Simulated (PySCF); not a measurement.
Vibration and rotation of TcB

ROHF-CCSD constants of TcB, triplet, unpaired electrons δ ↑↑ (basis Tc def2-TZVPP with ECP28, B def2-TZVPP; scalar-relativistic core potentials; PySCF 2.14; masses 98.9072 and 11.0093 u):

* ωe: 904.4 cm⁻¹
* ωexe: 6.0 cm⁻¹
* Be: 0.56657 cm⁻¹
* αe: 0.00442 cm⁻¹
* D (centrifugal): 8.89e-07 cm⁻¹
* De to Tc (4d5 5s2) + B: 2.79 eV

Give the vibrational terms G(v) and spacings up to v = 6.

G(v) = ωe(v+½) − ωexe(v+½)².

```
v  G(v) (cm⁻¹)  G(v) − G(v−1)  Bv (cm⁻¹)
0          451                    0.5644
1         1343            892     0.5599
2         2224            880     0.5555
3         3092            868     0.5511
4         3948            856     0.5467
5         4793            844     0.5423
6         5625            832     0.5378
```

A state of this spin cannot dissociate to the ground-state fragments, so its own limit lies higher than the one that De refers to.

Correlated steps freeze 1 core orbital. These are scalar-relativistic numbers at best; spin–orbit coupling would shift them, the dissociation energy most. The CCSD T1 diagnostic is raised, a sign that a single reference may not be enough here. With d or f electrons several states lie close, and the lowest PBE0 determinant need not be the measured ground state.
